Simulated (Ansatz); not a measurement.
C2H4Si, SMILES `C=C[SiH]` (lower singlet; C–C–Si–H torsion 180°) (charge 0, multiplicity 1). This singlet lies 1.00 eV below the relaxed triplet at the level B3LYP/cc-pVTZ // PBE0-D3(BJ)/def2-TZVP (Ansatz, a quantum-chemistry and plane-wave program).

Cartesian coordinates (Å):
SMILES: C=C[SiH]
```xyz
7

C     -1.0965    -0.0917     0.3428
C      0.0593     0.2137    -0.2621
Si     1.6053    -0.6216     0.3844
H     -1.1214    -0.7957     1.1728
H     -2.0534     0.3339     0.0478
H      0.0324     0.9234    -1.0869
H      2.5742     0.0379    -0.5988
```
Charge 0, multiplicity 1.

Frozen-core energies in 6-31g from Ansatz at a geometry from PBE0-D3(BJ)/def2-TZVP; the HF reference has <S^2> = 0.00 (restricted, and unstable towards unrestricted orbitals) and the T1 diagnostic is 0.012.

| level | energy (Ha) |
|---|---|
| HF | -366.83824 |
| MP2 | -367.05670 |
| CCSD | -367.09220 |

Task: Estimate the energies of CCSD(T), CCSDT, CCSDT(Q) and CCSDTQ, and give each level's difference from CCSDTQ.

Result: 
```csv
level,energy (Ha),difference from CCSDTQ (mHa)
MP2,-367.05670,44.36
CCSD,-367.09220,8.86
CCSD(T),-367.09992,1.14
CCSDT,-367.10052,0.54
CCSDT(Q),-367.10108,-0.01
CCSDTQ,-367.10106,0.00
```
